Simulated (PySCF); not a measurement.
B(F)(OMe)(OSiH3) (CH6BFO2Si), SMILES COB(F)O[SiH3].

The structure is a stationary point at r2SCAN-D4/def2-SVP. The structure was generated by enumeration, and PubChem lists no compound with its InChIKey, so it may never have been made. Other conformers were not sampled.

Two levels are set side by side: PBE/def2-TZVP (PySCF) and CAM-B3LYP/def2-TZVP (PySCF). Same geometry, gas phase. Differences are taken from unrounded values.

```
quantity                     CAM-B3LYP
---------------------------  ---------
orbital gap (eV)                 11.38
highest occupied level (eV)     -10.33
lowest empty level (eV)           1.05
dipole moment (D)                 1.86
mean polarisability (bohr³)       56.7
```

Problem. What does PBE give, and how far is it from CAM-B3LYP? (Estimate from the structure and the level; the computed values follow.)

Solution. 
| quantity | PBE | PBE minus CAM-B3LYP |
|---|---|---|
| orbital gap (eV) | 6.59 | -4.79 |
| highest occupied level (eV) | -7.32 | 3.01 |
| lowest empty level (eV) | -0.73 | -1.78 |
| dipole moment (D) | 1.74 | -0.12 |
| mean polarisability (bohr³) | 60.1 | 3.4 |

PBE's occupied levels lie high since its potential decays too fast outside the molecule; exact exchange lowers them and widens the gap. PBE's more diffuse valence density responds more strongly to a field. Differences between two approximate levels are no errors against the true value.

Rough cost on one machine, each run with all the roots and properties that it gave: CAM-B3LYP against PBE within a factor of 2.
